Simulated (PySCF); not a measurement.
Basis-set dependence of population analyses: `C#CB[NH][AlH2]`

Species: C₂H₅AlBN.
SMILES with atom numbers: `[CH:1]#[C:2][BH:3][NH:4][AlH2:5]` (hydrogens: H6 on C1; H7 on B3; H8 on N4; H9, H10 on Al5)

PBE0 throughout (PySCF), one geometry, spherical d and f functions. Geometry: PBE0-D3(BJ)/def2-SVP, one conformer, isolated molecule. The first 7 of 9 kinds of atom are listed.

Mulliken charges (e):

```csv
basis,functions,C1,C2,B3,N4,Al5,H6,H7
STO-3G,34,-0.159,-0.140,+0.172,-0.522,+0.849,+0.138,-0.053
6-31G,59,-0.251,-0.248,+0.490,-0.994,+0.762,+0.286,+0.001
pcSseg-0,59,-0.312,-0.469,+0.596,-1.042,+1.024,+0.323,+0.073
6-31G*,84,-0.235,-0.101,+0.233,-0.713,+0.451,+0.261,+0.002
cc-pVDZ,99,-0.111,+0.041,+0.031,-0.198,+0.346,+0.054,-0.021
def2-SVP,99,-0.118,-0.048,+0.073,-0.308,+0.542,+0.085,-0.007
aug-cc-pVDZ,164,+0.885,-0.234,-0.716,-0.215,-0.182,-0.426,+0.561
"6-311+G(2d,p)",173,-0.288,-0.020,+0.440,-1.050,+0.762,+0.178,+0.008
def2-TZVP,191,-0.165,-0.075,+0.054,-0.362,+0.340,+0.205,+0.030
cc-pVTZ,224,-0.064,-0.096,+0.002,-0.157,+0.261,+0.179,-0.012
IGLO-III,234,-0.204,-0.136,+0.354,-0.621,+0.817,+0.175,-0.071
```

IAO charges (e):

```json
{"basis": "STO-3G", "functions": "34", "C1": "-0.164", "C2": "-0.122", "B3": "+0.062", "N4": "-0.591", "Al5": "+0.994", "H6": "+0.178", "H7": "+0.001"}
{"basis": "6-31G", "functions": "59", "C1": "-0.190", "C2": "-0.110", "B3": "+0.068", "N4": "-0.623", "Al5": "+0.705", "H6": "+0.230", "H7": "+0.022"}
{"basis": "pcSseg-0", "functions": "59", "C1": "-0.181", "C2": "-0.107", "B3": "+0.054", "N4": "-0.612", "Al5": "+0.728", "H6": "+0.223", "H7": "+0.019"}
{"basis": "6-31G*", "functions": "84", "C1": "-0.183", "C2": "-0.118", "B3": "+0.086", "N4": "-0.638", "Al5": "+0.774", "H6": "+0.224", "H7": "+0.013"}
{"basis": "cc-pVDZ", "functions": "99", "C1": "-0.190", "C2": "-0.113", "B3": "+0.067", "N4": "-0.625", "Al5": "+0.771", "H6": "+0.227", "H7": "+0.018"}
{"basis": "def2-SVP", "functions": "99", "C1": "-0.185", "C2": "-0.111", "B3": "+0.068", "N4": "-0.624", "Al5": "+0.791", "H6": "+0.221", "H7": "+0.014"}
{"basis": "aug-cc-pVDZ", "functions": "164", "C1": "-0.194", "C2": "-0.115", "B3": "+0.072", "N4": "-0.640", "Al5": "+0.780", "H6": "+0.230", "H7": "+0.018"}
{"basis": "6-311+G(2d,p)", "functions": "173", "C1": "-0.194", "C2": "-0.117", "B3": "+0.075", "N4": "-0.650", "Al5": "+0.802", "H6": "+0.230", "H7": "+0.018"}
{"basis": "def2-TZVP", "functions": "191", "C1": "-0.194", "C2": "-0.117", "B3": "+0.076", "N4": "-0.650", "Al5": "+0.807", "H6": "+0.230", "H7": "+0.018"}
{"basis": "cc-pVTZ", "functions": "224", "C1": "-0.194", "C2": "-0.117", "B3": "+0.076", "N4": "-0.648", "Al5": "+0.799", "H6": "+0.231", "H7": "+0.018"}
{"basis": "IGLO-III", "functions": "234", "C1": "-0.195", "C2": "-0.117", "B3": "+0.076", "N4": "-0.652", "Al5": "+0.808", "H6": "+0.231", "H7": "+0.018"}
```

Question: Which scheme is steadiest as the basis changes?

Answer: Largest range over the bases for any column: IAO 0.29 e, Mulliken 1.31 e. IAO charges move least and Mulliken charges most, counted in e. Without the minimal STO-3G basis the ranges are IAO 0.10, Mulliken 1.31 e.

Question: How much do the charges still move between the two largest bases, cc-pVTZ and IGLO-III?

Answer: At most, over all atoms: Mulliken 0.556 e, IAO 0.009 e.

Question: What do the same runs give for the total energy, the frontier levels and the dipole moment?

Answer: 
```csv
basis,energy (Eh),HOMO (eV),LUMO (eV),μ (D)
STO-3G,-396.0597,-5.26,2.39,0.85
6-31G,-400.8545,-7.73,-0.93,0.50
pcSseg-0,-400.3170,-7.98,-1.22,0.35
6-31G*,-400.9107,-7.64,-0.93,0.71
cc-pVDZ,-400.9372,-7.67,-1.11,0.68
def2-SVP,-400.7412,-7.74,-1.20,0.59
aug-cc-pVDZ,-400.9470,-7.74,-1.32,0.77
"6-311+G(2d,p)",-400.9850,-7.77,-1.34,0.77
def2-TZVP,-401.0003,-7.75,-1.30,0.78
cc-pVTZ,-400.9982,-7.75,-1.27,0.77
IGLO-III,-401.0039,-7.76,-1.33,0.78
```

The dipole is fixed by the density alone, so its range of 0.50 D shows that the density itself changes with the basis, not only its division among atoms.
